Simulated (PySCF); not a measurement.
Species: C₄H₈F₃NSi₂.
Atom-mapped SMILES: `[F:1][C:2]([F:3])=[C:4]([F:5])[Si@@H:6]1[CH2:7][CH2:8][SiH2:9][NH:10]1`

Probes without a nucleus sit at each ring's centroid and 1 Å off its mean plane on both sides; NICS is minus the shielding there, NICSzz its component along the normal. Level: GIAO PBE0/pcSseg-1 (PySCF, non-relativistic, gas phase) on the PBE0-D3(BJ)/def2-SVP geometry, one conformer.

Ring bond lengths (Å), with Mayer bond orders in brackets: Si6–C7 1.887 (0.93), C7–C8 1.541 (1.02), C8–Si9 1.893 (0.92), Si9–N10 1.749 (0.95), N10–Si6 1.738 (0.99).

Q: Give the NICS values of each ring in ppm.

A: 
| ring | type | NICS(0) | NICS(1), two faces | NICS(1)zz, two faces | rms pucker (Å) | centre to ring atoms, mean (Å) |
| --- | --- | --- | --- | --- | --- | --- |
| Si6–C7–C8–Si9–N10 | 5-membered ring with N and 2 Si; formal bonds all single | -5.5 | -3.0 / -3.1 | -0.9 / -1.6 | 0.16 | 1.48 |

Q: What do they say, and how far can they be read as aromaticity?

A: 
- Si6–C7–C8–Si9–N10: mean NICS(1)zz -1.2 ppm, near zero. Si6, C7, C8, Si9 have four or more neighbours, and the NICS criterion for π rings isn't applied.

Q: At the first NICS(1) probe listed for ring Si6–C7–C8–Si9–N10, 1 Å off the ring, what do the in-plane components average?

A: The isotropic value is a third of the trace: (3 × -3.0 − (-0.9))/2 = -4.0 ppm.

Q: List the ring angles and the Hirshfeld charges of the ring atoms.

A: 
- Si6–C7–C8–Si9–N10: Si6 99.1° (+0.370 e), C7 108.9° (-0.157 e), C8 108.2° (-0.155 e), Si9 98.5° (+0.369 e), N10 114.8° (-0.327 e); sum 529.5° against 540° for a flat convex ring.

Q: How do the values depend on the level or the medium?

A: 
```tsv
level	NICS(0), Si6–C7–C8–Si9–N10	mean NICS(1)zz, Si6–C7–C8–Si9–N10
PBE0/pcSseg-1, gas	-5.5	-1.2
WP04/pcSseg-1, gas	-5.0	-0.6
PBE0/pcSseg-1, IEF-PCM acetone	-5.5	-1.3
PBE0/pcSseg-1, IEF-PCM benzene	-5.5	-1.3
```

The geometry is the same throughout; the continuum's cavity takes Bondi-type radii × 1.2.

The run took 1.8 min of wall time (grids of density and orbitals included) on Arm Neoverse N1, one thread, on a shared host, and the process peaked at 1.1 GiB of memory. This is the whole shielding run at PBE0/pcSseg-1, SCF included.
